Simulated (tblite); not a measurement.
Compound: C3H12FPSi3.
Cartesian coordinates in Å at the GFN2-xTB level; atoms count from 1:
```
atom  x, y, z in Å
F1     0.6184   -1.7586   -0.9876
C2     0.3347   -1.4248    0.3385
C3    -1.1806   -1.3183    0.5171
C4    -1.9084   -0.5533   -0.5943
Si5   -1.8104    1.3523   -0.5343
Si6    0.4312    1.9269   -0.3609
Si7    1.3887    0.1350    0.7959
P8     3.5029   -0.5413    0.4660
H9     0.6947   -2.2819    0.9222
H10   -1.5908   -2.3332    0.5480
H11   -1.3700   -0.8596    1.4907
H12   -1.5383   -0.9147   -1.5553
H13   -2.9612   -0.8410   -0.5566
H14   -2.5856    1.7939    0.6357
H15   -2.5190    1.8608   -1.7155
H16    0.6731    3.1907    0.3530
H17    1.0898    2.1384   -1.6604
H18    1.2568    0.2031    2.2671
H19    4.0342    0.7346    0.5420
H20    3.4348   -0.4985   -0.9142
```

Method: GFN2-xTB as coded in tblite; computed harmonic values from a numerical Hessian at the method's own geometry, unscaled. This tight-binding method is rough: wavenumbers can miss measured ones by several per cent, in bad cases by 10 to 20. Modes of hydrogen on phosphorus and silicon can be 10 to 20 % off. One conformer, not necessarily the lowest.

Harmonic wavenumbers (cm⁻¹): 28.1, 58.0, 83.5, 100.8, 104.7, 149.1, 206.3, 229.0, 289.0, 305.1, 346.4, 370.9, 417.5, 445.4, 491.6, 505.2, 537.9, 542.9, 576.1, 595.5, 597.8, 637.9, 652.5, 698.6, 709.3, 725.4, 786.2, 793.8, 828.7, 905.8, 964.6, 1007.6, 1109.7, 1144.8, 1148.3, 1188.4, 1259.8, 1277.1, 1311.0, 1348.0, 1484.1, 1493.4, 2105.0, 2161.0, 2171.6, 2186.3, 2208.3, 2300.9, 2386.5, 2888.2, 2935.6, 2961.9, 2971.6, 2987.6.

A = 1474, B = 694.1, C = 533.0 MHz; mass 181.997 u (most abundant isotopes); point group C1, symmetry number 1.

Question: Zero-point energy?

Answer: ½Σν̃ = 29360 cm⁻¹ = 351.23 kJ/mol.

Question: Give the ideal-gas entropy at 298.15 K and 1 bar in the rigid-rotor, harmonic-oscillator model (classical rotation).

Answer: Translation 173.76, rotation 128.68, vibration 173.09: S = 475.5 J/(mol K).

Question: And Cp and H(298.15 K) − H(0)?

Answer: Cp = 208.53 J/(mol K), of which vibrations give 175.27 (their classical limit is 54 R = 449.0); H(298.15 K) − H(0) = 36.68 kJ/mol without the zero-point energy, 26.76 from vibrations.

Question: How do the functions run with temperature in this model?

Answer: 
```
 T (K)  S (J/(mol K))  Cp (J/(mol K))  H − H(0) (kJ/mol)  G − H(0) (kJ/mol)  ln q(vib)
    50          265.6            65.2               2.37             -10.91       1.02
   100          319.8            94.1               6.36             -25.62       2.81
373.15          526.1           242.3              53.62            -142.69      12.72
   500          603.6           287.3              87.35            -214.43      17.14
   750          732.4           347.7             167.32            -382.01      25.20
  1000          838.2           386.4             259.42            -578.74      32.39
```

q(vib) and H(0) count from the zero-point level.

Question: What must be added to the electronic energy to get the Gibbs energy at 298.15 K and 1 bar?

Answer: ZPE + [H(298.15 K) − H(0)] − T·S = 351.23 + 36.68 − 141.78 = 246.13 kJ/mol.

Question: Which modes carry the vibrational entropy at 298.15 K?

Answer: 28.1 cm⁻¹: 24.93; 58.0 cm⁻¹: 18.93; 83.5 cm⁻¹: 15.93; 100.8 cm⁻¹: 14.39; 104.7 cm⁻¹: 14.08; 149.1 cm⁻¹: 11.23 J/(mol K); the other 48 give 73.60 together.

Hindered rotation and anharmonicity are outside this model. Other conformers, if any are populated, would add a mixing term that is left out. The structure is chiral; the term R ln 2 for an equal mix with its mirror image is left out.
